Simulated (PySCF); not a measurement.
Predicted spectroscopic data

[PySCF 2.14.0 with density-fitted response routines: NMR shieldings at PBE0/pcSseg-1/GIAO; coordinates at the GFN2-xTB level; single conformer; no relativistic terms; in vacuum; fast rotation and ring inversion assumed for equivalent nuclei]

Chemical shifts δ = σref − σ; ¹H (σ = 31.72 ppm), ¹³C (σ = 186.93 ppm) vs TMS, all at this level. Where no couplings were computed, multiplicities follow the n + 1 count of equivalent neighbours, and m marks all less simple cases (inequivalent or close neighbours, rings, F or P nearby). Shifts are as computed. Against solution values, carbons near 30 ppm lie about +3 ppm off and those near 130 ppm about +5 ppm. Of 1211 compounds with measured shifts, 218 miss one by over three times the rms of a fit or turn the order of signals round; such compounds aren't used in these exercises.

**1.** SMILES N#C[SiH2]O[SiH2]O[SiH3], CH$_{7}$NO$_{2}$Si$_{3}$. ¹H NMR (500 MHz, computed): δ 5.37 (s, 3H), 5.22 (s, 2H), 4.96 (s, 2H). ¹³C{¹H} NMR (computed): δ 127.0 (C).

**2.** SMILES CCOC(=O)C(=O)O[SiH3], C$_{4}$H$_{8}$O$_{4}$Si. ¹H NMR (500 MHz, computed): δ 4.95 (s, 3H), 4.58 (q, 2H), 1.37 (t, 3H). ¹³C{¹H} NMR (computed): δ 164.0, 163.1, 65.3, 16.0.
